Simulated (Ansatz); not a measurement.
Stepwise reaction of `[F][Sn]([F])([SiH3])[SiH3]` with hydrogen, as a gas-phase model of exchange steps in deposition or etching. ΔE in kJ/mol; ΔG adds harmonic PBE0-D4 terms to CCSD(T)/CBS, at 1 bar.

Gas-phase electronic energies from Ansatz, PBE0-D4/def2-TZVP geometries. CCSD(T)/CBS is the MP2 limit (def2-TZVPP, def2-QZVPP) plus CCSD(T) − MP2 in def2-TZVPP, frozen cores. This one scheme is used for every species. Functionals use def2-TZVPP. B3LYP here is the variant with VWN-RPA as its local correlation; programs differ in this. def2 core potentials past Kr. For Sn outer-core shells are correlated without core-valence functions, which leaves a few kJ/mol of doubt a bond.

| step | reaction | PBE-D4 | B3LYP-D4 | ωB97M-V | CCSD(T)/CBS | ΔG(400 K) |
| --- | --- | --- | --- | --- | --- | --- |
| 1 | `[F][Sn]([F])([SiH3])[SiH3]` + H₂ → `[F][SnH]([F])[SiH3]` + SiH₄ | 25.7 | 15.5 | 9.3 | 14.6 | 13.3 |
| 2 | `[F][SnH]([F])[SiH3]` + H₂ → `[F][SnH2][F]` + SiH₄ | 25.3 | 15.5 | 10.0 | 15.8 | 19.0 |

(1) By hand: ΔE of the 2 steps together at CCSD(T)/CBS.

Results:

(1) (14.6) + (15.8) = 30.4 kJ/mol, or 15.2 kJ/mol a step.

In ΔE the steps differ by no more than 1.2 kJ/mol. All are uphill at CCSD(T)/CBS. ΔG lies between 13.3 and 19.0 kJ/mol a step. PBE-D4 differs from CCSD(T)/CBS by 9.5 to 11.1 kJ/mol a step. Only this route is followed, and other bonds may react first. Isolated molecules leave out the surface, adducts and barriers. Largest T1 diagnostic: 0.015.
